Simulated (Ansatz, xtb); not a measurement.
# C4H9BS: which of two structures lies lower

Structure I is `B[C@H]1C[C@H](S)C1`, a singlet and structure II is a singlet given by its coordinates. Both are isolated molecules in the gas phase, relaxed with r2SCAN-D4/def2-SVP; the shapes shown needn't be the lowest conformers.

I (Å):

```xyz
15

C    -0.3050    0.3016    0.8395
C    -1.0726   -0.8851    0.1946
C    -2.1852    0.1231   -0.1645
C    -1.1704    1.2790   -0.0044
B    -0.1806    0.4473    2.3768
S    -3.0001   -0.1747   -1.7641
H    -0.0954    1.5463    2.8793
H    -0.0693   -0.5314    3.0819
H     0.7866    0.3320    0.5923
H    -0.5726   -1.2587   -0.7145
H    -1.3504   -1.7407    0.8296
H    -2.9443    0.1537    0.6358
H    -3.8698    0.8587   -1.6967
H    -0.7073    1.5223   -0.9736
H    -1.5278    2.2060    0.4723
```

II (Å):

```yaml
atoms:
  - { symbol: C, position_ang: [-0.4433, -0.6422, 0.7113] }
  - { symbol: C, position_ang: [-0.2890, -0.5218, -0.8047] }
  - { symbol: C, position_ang: [1.0452, 0.2113, -0.5036] }
  - { symbol: C, position_ang: [1.0662, -0.4665, 0.8919] }
  - { symbol: B, position_ang: [-1.5762, -0.0729, 1.6197] }
  - { symbol: S, position_ang: [-1.3119, -2.1407, 1.5005] }
  - { symbol: H, position_ang: [-2.6388, 0.2315, 1.1272] }
  - { symbol: H, position_ang: [-1.2928, 0.2617, 2.7478] }
  - { symbol: H, position_ang: [-2.1718, -2.3496, 0.4775] }
  - { symbol: H, position_ang: [-0.0960, -1.4917, -1.2937] }
  - { symbol: H, position_ang: [-1.0840, 0.0132, -1.3483] }
  - { symbol: H, position_ang: [0.8977, 1.2987, -0.4228] }
  - { symbol: H, position_ang: [1.8933, 0.0109, -1.1757] }
  - { symbol: H, position_ang: [1.6145, -1.4223, 0.8547] }
  - { symbol: H, position_ang: [1.4025, 0.1169, 1.7628] }
```

Close contacts (Å): C1–C2 1.53, C1–C4 1.53, C1–B5 1.56, C1–S6 1.90, C2–C3 1.55, C3–C4 1.55, B5–S6 2.09, C2–H10 1.10, C2–H11 1.10, C3–H12 1.10, C3–H13 1.10, C4–H14 1.10, C4–H15 1.10, B5–H7 1.21, B5–H8 1.21, S6–H9 1.35.

Quicker runs give these differences E(II) − E(I): GFN2-xTB −0.421 eV; HF/STO-3G −0.502 eV (at GFN2-xTB geometries); r2SCAN-D4/def2-SVP//GFN2-xTB −0.559 eV.

Problem. Estimate E(II) − E(I) at the level CCSD(T)/def2-SVP + ΔMP2/def2-TZVPP.

Solution. Calculated at CCSD(T)/def2-SVP + ΔMP2/def2-TZVPP: E(II) − E(I) = −0.475 eV, so structure II lies lower.

The same difference at several levels:

| level | geometry | E(II) − E(I) (eV) | departure from the last row (eV) | job, with rough time for the two |
| --- | --- | --- | --- | --- |
| GFN2-xTB | GFN2-xTB | −0.421 | +0.055 | optimisation, 0.69 s |
| HF/STO-3G | GFN2-xTB | −0.502 | −0.027 | single point, 0.74 s |
| r2SCAN-D4/def2-SVP//GFN2-xTB | GFN2-xTB | −0.559 | −0.084 | single point, 6.2 s |
| r2SCAN-D4/def2-SVP | r2SCAN-D4/def2-SVP | −0.547 | −0.072 | optimisation, 92 s |
| HF/def2-SVP | r2SCAN-D4/def2-SVP | −0.105 | +0.370 | part of the CCSD(T) run |
| MP2/def2-SVP | r2SCAN-D4/def2-SVP | −0.529 | −0.053 | part of the CCSD(T) run |
| CCSD(T)/def2-SVP | r2SCAN-D4/def2-SVP | −0.488 | −0.013 | single point |
| CCSD(T)/def2-SVP + ΔMP2/def2-TZVPP | r2SCAN-D4/def2-SVP | −0.475 |  | single point, 87 s |

None of the levels shown reverses the order. The largest departure from CCSD(T)/def2-SVP + ΔMP2/def2-TZVPP is that of HF/def2-SVP, 0.370 eV. The last row adds to CCSD(T) the change of the MP2 difference between the two basis sets, here +0.013 eV.

With thermal terms from frequencies at re-optimised GFN2-xTB minima (ideal gas, soft modes damped towards free rotors, one conformer each, 298.15 K, 1 atm): the zero-point term adds +0.065 eV; ΔH is −0.436 and ΔG −0.372 eV.

The correlated steps freeze 10 core orbitals. Mirror images aren't counted in ΔG. Programs: Ansatz 0.2.0, xtb 6.7.1; the last row on 2 threads of AMD EPYC 7R43 64-Core Processor (Zen 3) on a shared host.
